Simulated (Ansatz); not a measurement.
Start from `N[AsH]S` and change one atom or group to get `N[AsH]O`.

Ansatz, PBE0-D4/def2-TZVP geometries, multiplicity 1. Each molecule was computed in one conformer, which needn't be the lowest.

Scalar relativity is left out up to krypton.

```
                                                                                  property  `N[AsH]S`
                                                     LUMO energy (ωB97M-V/def2-TZVPP) / eV       1.61
                                                         HOMO energy (PBE/def2-TZVPP) / eV      -5.88
                                                        LUMO energy (PBE0/def2-TZVPP) / eV      -0.27
ideal-gas entropy at 298 K and 1 bar (rigid rotor, harmonic PBE0-D4/def2-TZVP) / J/(mol·K)        315
                                                      HOMO–LUMO gap (PBE0/def2-TZVPP) / eV       6.79
                                                       HOMO–LUMO gap (PBE/def2-TZVPP) / eV       4.75
```

Question: What does the change do to each property? (Estimate.)

Answer: The calculation gave: 
| property | `N[AsH]O` | shift |
| --- | --- | --- |
| LUMO energy (ωB97M-V/def2-TZVPP) / eV | 1.73 | 0.12 |
| HOMO energy (PBE/def2-TZVPP) / eV | -6.09 | -0.21 |
| LUMO energy (PBE0/def2-TZVPP) / eV | 0.01 | 0.28 |
| ideal-gas entropy at 298 K and 1 bar (rigid rotor, harmonic PBE0-D4/def2-TZVP) / J/(mol·K) | 294 | -21 |
| HOMO–LUMO gap (PBE0/def2-TZVPP) / eV | 7.35 | 0.56 |
| HOMO–LUMO gap (PBE/def2-TZVPP) / eV | 5.27 | 0.52 |

With PBE0 the HOMO falls by 0.27 eV and the LUMO rises by 0.28 eV, so the gap widens by about 0.55 eV. PBE moves the HOMO by -0.21 eV and ωB97M-V by -0.36 eV.
